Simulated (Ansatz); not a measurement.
Input file for C2H4Cl2Si (`Cl[C@H]1C[Si@@H]1Cl`):

```yaml
crystal:
  periodic: [false, false, false]
  atoms:
    - {symbol: Cl, position_ang: [-1.044019, -1.744467, 1.320906]}
    - {symbol: C, position_ang: [-0.269916, -0.234178, 0.857391]}
    - {symbol: C, position_ang: [0.944296, -0.329757, -0.102104]}
    - {symbol: Si, position_ang: [-0.516571, 0.539571, -0.792778]}
    - {symbol: Cl, position_ang: [-0.533663, 2.570023, -0.961350]}
    - {symbol: H, position_ang: [-0.111508, 0.396473, 1.725711]}
    - {symbol: H, position_ang: [1.840757, 0.187768, 0.224652]}
    - {symbol: H, position_ang: [1.148320, -1.325155, -0.487068]}
    - {symbol: H, position_ang: [-1.369296, -0.106479, -1.802661]}
basis:
  gaussian: {orbitals: def2-TZVPP}
correlation: {method: ccsd_t}
output: {orbitals: {seedname: orbitals}}
```

```sh
$ ansatz run in.yaml --threads 4 --pin off --events-out ev --progress --plain --max-ram 10444MiB
```

Output of Ansatz, abridged:

```
Functional definition: HF
1429 factors; integrals over basis functions are off by at most 9.5e-4 eV
mean field evaluation 1: about -34992.5945 eV, gradient 3.0e1 eV
mean field evaluation 2: about -34992.9279 eV, gradient 3.0e1 eV
mean field evaluation 4: about -34995.5393 eV, gradient 3.8e0 eV
mean field evaluation 8: about -34995.5989 eV, gradient 3.0e-1 eV
mean field -34995.59944385 eV, -1286.0645586924 hartree, gradient 2.6e-6 eV, S^2 0.000000; 0 other end points of the search recorded, 0 dependent functions left out
17 core orbitals not correlated: weight in the atoms' cores, before any rotation towards them, 1.000 or more for the frozen orbitals, at most 0.000 for the correlated occupied ones
reference -34995.59944385 eV, -1286.0645586924 hartree; 15, 15 occupied and 212, 212 virtual orbitals, 1429 factors
second order -22.56995891 eV of doubles, -0.00000000 eV of singles
cycle   1  -23.41714987 eV  change   -8.5e-1 eV  update   9.7e-2
cycle   2  -23.97181470 eV  change   -5.5e-1 eV  update   2.8e-2
cycle   3  -24.06561158 eV  change   -9.4e-2 eV  update   1.2e-2
cycle   4  -24.05792285 eV  change    7.7e-3 eV  update   3.1e-3
cycle   5  -24.05746501 eV  change    4.6e-4 eV  update   1.3e-3
cycle   6  -24.05753128 eV  change   -6.6e-5 eV  update   4.5e-4
cycle   7  -24.05740132 eV  change    1.3e-4 eV  update   1.8e-4
cycle   8  -24.05741684 eV  change   -1.6e-5 eV  update   6.0e-5
cycle   9  -24.05742784 eV  change   -1.1e-5 eV  update   2.2e-5
perturbative correction -1.09177620 eV, -0.0401220353 hartree
Total energy: -35020.74864789 eV, -1286.9887748939 hartree
```

It took 96 s on 4 threads of an Arm Neoverse V2 on a shared host, with 4.5 GiB of host memory at the peak.

MP2 recovers 89.7 % of the CCSD(T) correlation energy and the triples give 4.3 %; T1 = 0.0101.
